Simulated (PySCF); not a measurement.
**Removing the step error of a finite difference**

System: C4H6F2Si (SMILES C=C[Si](F)(F)C=C), singlet, geometry from GFN2-xTB. Level: HF/6-31G, polarisability (PySCF). Sums are taken with unrounded values, so a last digit can differ.

Second differences of the energy in a field along z gave a polarisability along z of 37.293 bohr³ at step 0.02 and 37.562 bohr³ at step 0.05 (atomic units).

Question: Extrapolate to zero step.

Answer: The leading error of a symmetric difference goes as h², so A(h) = A0 + c h². Then c = (37.562 - (37.293))/(0.05² - 0.02²) = 128 (atomic units) and A0 = 37.293 - c × 0.02² = 37.242 bohr³. The analytic value from the same program and level is 37.244 bohr³: the smaller step missed it by 0.049, the extrapolation by -0.002.
